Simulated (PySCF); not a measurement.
# How methods differ on the interval between two levels of Rh+

Rh+ [Kr] 4d8 [3F4, M_J = 4] → Rh+ [Kr] 4d7 5s1 [5F5, M_J = 5], as a difference of total energies. Calculation: PySCF 2.14, in x2c-TZVPall-2c (8s9p7d1f, 77 functions); the two-component X2C-1e Hamiltonian. Correlated levels: [Ar] 3d10 frozen; the 6 highest virtual spinors dropped. "Screened" scales the spin-orbit matrix elements by Boettger's factors to mimic the two-electron term; Breit and QED terms are absent.

| method | interval between two levels (cm⁻¹) | error (cm⁻¹) |
| --- | --- | --- |
| GHF (spin-free) | 10950 | -5935 |
| GMP2 (spin-free) | 14525 | -2359 |
| GHF (screened spin-orbit) | 10612 | -6273 |
| GMP2 (screened spin-orbit) | 14167 | -2717 |

Reference: 16885 cm⁻¹ (measured; NIST Handbook of Basic Atomic Spectroscopic Data (Sansonetti and Martin, J. Phys. Chem. Ref. Data 34, 1559 (2005))).

The spin-free rows relax to the high-spin LS determinant and lack the spin-orbit shift.

Errors of the correlated levels include the incompleteness of this basis and the frozen core.

The labels give the starting determinants; with spin-orbit coupling the two ends relaxed to ⟨J²⟩ = 20.02, ⟨L²⟩ = 12.06, ⟨S²⟩ = 2.01 and ⟨J²⟩ = 30.01, ⟨L²⟩ = 12.12, ⟨S²⟩ = 5.96.
